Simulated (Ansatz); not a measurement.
Input file for Ansatz (a first-principles code): U-B3LYP/def2-TZVPP on BrFH2Sn (SMILES [F][SnH2][Br]), a point of a bond scan (R = 1.869 Å). Elements past Kr take the def2 small-core potentials; no spin–orbit coupling.

Ansatz 0.2 input:
```yaml
crystal:
  periodic: [false, false, false]
  atoms:
    - {symbol: Sn, position_ang: [-0.82087301, -0.25418523, 0.04124020]}
    - {symbol: F, position_ang: [-1.53349458, 1.43640576, -0.55475012]}
    - {symbol: Br, position_ang: [1.64216243, 0.04607296, 0.07036013]}
    - {symbol: H, position_ang: [-1.28465390, -1.48949085, -1.28308565]}
    - {symbol: H, position_ang: [-1.38809149, -0.45375329, 1.63082898]}
basis:
  gaussian:
    orbitals: def2-TZVPP
hamiltonian:
  xc: {name: B3LYP}
magnetization: {spin_polarized: true, initial_magnetization: 0}
```

### Question
What total energy does the run end on?

### Answer
-2889.7100 hartree.

### Question
How many basis functions does it have, and what does it roughly cost on one machine?

### Answer
157 functions; very roughly 7 core-seconds.
